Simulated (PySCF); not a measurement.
# Distorted geometries of Sm(SH)3

Sm(SH)3 (singlet in the valence; each metal's 4f electrons, 5 of them, lie in its core potential, out of spins and levels). PySCF 2.14.0, RKS PBE, Sm lcecp-1-SVP with ECP51, S def2-SVP, H def2-SVP; non-relativistic Hamiltonian with scalar-relativistic core potentials where named; density fitting; no spin-orbit coupling. Relaxed geometry:

```xyz
7

Sm    0.0000    0.0000    0.6680
S     2.5810    0.4023    1.0024
H     2.8493   -0.9340    1.1036
S    -1.6389    2.0341    1.0024
H    -0.6158    2.9346    1.1036
S    -0.9421   -2.4364    1.0024
H    -2.2335   -2.0006    1.1036
```

**Question.** Order these distorted geometries by energy above the relaxed one, lowest first.
A.
```xyz
7

Sm   -0.0538   -0.0359    0.6578
S     2.5805    0.3816    1.0156
H     2.8609   -0.9417    1.0620
S    -1.5946    2.0370    0.9569
H    -0.6395    2.9735    1.1276
S    -0.9221   -2.4311    1.0173
H    -2.2314   -1.9833    1.1490
```
B.
```xyz
7

Sm    0.0659   -0.0297    0.5944
S     2.8077    0.4124    1.0558
H     2.7662   -0.9316    1.2025
S    -1.7041    1.9874    0.9663
H    -0.5936    2.9050    1.0753
S    -1.0584   -2.3297    0.8818
H    -2.2836   -2.0139    1.2101
```
C.
```xyz
7

Sm   -0.0152   -0.0067    0.6597
S     2.6445    0.3761    1.0657
H     2.7608   -0.9845    1.1327
S    -1.6444    2.0334    0.9208
H    -0.6679    2.9586    1.1335
S    -0.8364   -2.3332    0.9587
H    -2.2415   -2.0438    1.1151
```

**Answer.** A (0.06 eV), C (0.22 eV), B (0.34 eV).

**Question.** Which forces (eV/Å) act in the one that lies 0.06 eV up?

**Answer.** 
```
Sm   1.07  0.49 -0.06
S   -0.53  0.22 -0.10
H    0.07 -0.32  0.02
S   -0.66 -0.07  0.00
H    0.36  0.23  0.03
S   -0.78 -0.35  0.13
H    0.47 -0.20 -0.04
```
Forces carry noise of the integration grid, about 0.01 to 0.03 eV/Å.

An lcecp potential fixes the number of 4f electrons, so in runs with it no electron can move into or out of that shell.
